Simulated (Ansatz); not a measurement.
`C[CH2][Mg][Br]` + `[OH][Ga]([F])[Cl]` → `CC[O][Ga]([F])[Cl]` + `[MgH][Br]`  (substitution at a C–Mg bond)

Calculated with Ansatz (gas phase, PBE0-D4/def2-TZVP geometries, no zero-point term in ΔE). CCSD(T)/CBS adds triple-zeta CCSD(T) − MP2 to the extrapolated MP2 energy (def2 sets, frozen cores). Functionals use def2-TZVPP. HSE06 is defined as in plane-wave codes. For Br, Ga, Mg outer-core shells are correlated without core-valence functions, which leaves a few kJ/mol of doubt a bond. Scalar relativity is left out up to krypton. One conformer a species, not always the lowest.

```csv
level,ΔE (kJ/mol),difference from CCSD(T)/CBS
PBE-D4,51.1,-7.2
ωB97X-V,41.6,-16.7
revPBE,59.5,1.2
BLYP,54.4,-3.9
PBE0,53.9,-4.4
HSE06,54.4,-3.9
CAM-B3LYP,45.3,-13.0
MP2/def2-SVP,42.7,-15.6
MP2/def2-TZVPP,60.9,2.6
HF/CBS(def2),35.5,-22.8
CCSD(T)/CBS,58.3,0
```

Largest T1 diagnostic among the species: 0.014.

In def2-TZVPP, CCSD(T) changes the Hartree–Fock value by +16.2 kJ/mol (the triples alone add +0.9 kJ/mol) and MP2 by +25.7 kJ/mol. From BLYP to BHLYP (50 % exact exchange), in def2-TZVPP and without D4, ΔE moves by −8.2 kJ/mol. At CCSD(T), def2-SVP lies −25.6 kJ/mol from the extrapolated value and def2-TZVPP −7.0 kJ/mol.
